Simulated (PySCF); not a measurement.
# TDDFT excited states: C4H9FSSi2

C4H9FSSi2.
InChI=1S/C4H9FSSi2/c1-6-7-4-2-3-8(4)5/h2,8H,3,7H2,1H3/t8-/m0/s1

Level of theory: TDDFT B3LYP/def2-SVPD, vertical, gas phase, core orbitals frozen in the response in PySCF 2.14.0, density-fitted response routines. The structure is a single GFN2-xTB conformer in the gas phase; no vibrational or solvent corrections. Torsions of this conformer, `[CH3:1][S:2][SiH2:3][C:4]1=[CH:5][CH2:6][Si@@H:7]1[F:8]`: C1–S2–Si3–C4 -62°, S2–Si3–C4–C5 166°.

Q: What does the calculation give for the low-lying excited states?

A: 

```
state  E (eV)  λ (nm)       f  |μ| (D)  main configurations (H = HOMO, L = LUMO)
   S1    4.36   284.2  0.0009     0.24                                 H→L (99%)
   S2    5.35   231.9  0.0009     0.21                               H-2→L (96%)
   S3    5.54   223.7  0.0059     0.53                               H→L+1 (83%)
   S4    5.74   216.2  0.0007     0.18                  H→L+3 (66%), H→L+5 (22%)
   S5    5.92   209.5   0.020     0.96                               H→L+2 (79%)
   S6    6.01   206.2   0.018     0.89                   H-3→L (84%), H-1→L (8%)
   S7    6.11   202.8   0.094     2.01                  H-1→L (60%), H-4→L (31%)
   S8    6.12   202.5   0.013     0.76                   H→L+4 (76%), H→L+3 (8%)
```

Triplets, Tamm–Dancoff:

| state | E (eV) | λ (nm) | main configurations (H = HOMO, L = LUMO) |
| --- | --- | --- | --- |
| T1 | 4.09 | 303.1 | H-1→L (89%) |
| T2 | 4.28 | 289.6 | H→L (92%) |
| T3 | 5.01 | 247.4 | H-2→L (89%) |

The lowest singlet comes at 284 nm (421 kJ/mol) in the ultraviolet; it is very weak; its leading configuration is HOMO→LUMO (99%). The most intense listed level is S7 at 6.11 eV (203 nm, f = 0.094), 1.75 eV above S1. S7/S8 lie within about 0.01 eV of each other. Löwdin shares by element: HOMO sulfur 71%, carbon 10% or more, silicon 8% or more; LUMO carbon 61% or more, silicon 16% (atoms not listed hold the other 23%). Orbital energies (eV): HOMO-3 -8.16, HOMO-2 -7.93, HOMO-1 -7.82, HOMO -6.48, LUMO -1.31, LUMO+1 -0.01, LUMO+2 0.16. Weighted by f, the mean energy of these states is 6.04 eV. Of the 8 states listed, 4 reach f = 0.01 and none stays under 0.0005. The window holds the lowest 8 singlets.
